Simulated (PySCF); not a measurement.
SMILES FB(F)B(F)F (B2F4), CAM-B3LYP/def2-SVP optimised geometry.

```
6

F     -1.28    -1.62     1.12
B     -0.92    -1.02     0.00
F     -1.30    -1.60    -1.12
B     -0.02     0.44     0.00
F      1.30     0.44     0.00
F     -0.61     1.62     0.00
```

Density from CAM-B3LYP/def2-TZVP (PySCF 2.14.0) at that geometry.

Minimum of the electron density along straight lines between bonded atoms, close to the bond critical point (lines longer than 1.1 times the sum of covalent radii, or with two minima, are not listed):

| bond | length / Å | ρ at the minimum / e bohr⁻³ | ∇²ρ there / e bohr⁻⁵ | position (fraction from the first atom) |
|---|---|---|---|---|
| F1–B2 | 1.316 | 0.210 | 1.26 | 0.66 |
| B2–F3 | 1.316 | 0.210 | 1.26 | 0.34 |
| B2–B4 | 1.719 | ? | -0.44 | 0.50 |
| B4–F5 | 1.316 | 0.210 | 1.26 | 0.34 |
| B4–F6 | 1.316 | 0.209 | 1.26 | 0.34 |

Question: Some entries are withheld; supply them.

Answer: 
- B2–B4, ρ at the minimum / e bohr⁻³: 0.168
